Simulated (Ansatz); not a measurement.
Species: CH4BO2 (charge 0, doublet). It need not be the lowest isomer of its formula. 
Coordinates optimised at B3LYP-D3(BJ)/def2-TZVP (Ansatz, a quantum-chemistry and plane-wave program):
SMILES: [O]BOC
```xyz
8

B      0.8492     0.4110     0.2236
O      1.1812     0.2729    -1.0605
O     -0.3079     0.0478     0.8223
C     -1.3501    -0.5644     0.0532
H      1.7352     0.9283     0.8630
H     -1.0044    -1.5003    -0.3893
H     -2.1738    -0.7675     0.7337
H     -1.6893     0.1052    -0.7391
```
Charge 0, spin multiplicity 2.

Parts of the frozen-core correlation energy in 6-31G* (Ansatz, hartree). Frozen orbitals: 4; correlated occupied orbitals by spin: 12 and 11; virtual: 52 and 53. UHF or UKS for open shells. No spin-orbit coupling. No relativistic terms.

| term | value |
|---|---|
| reference (HF) | -214.64621 |
| MP2 opposite-spin | -0.38481 |
| MP2 same-spin | -0.13046 |
| CCSD correlation | -0.55441 |
| (T) | -0.01398 |
| T1 diagnostic | 0.021 |
| largest doubles amplitude | 0.032 |
| <S^2> of the reference | 0.758 |
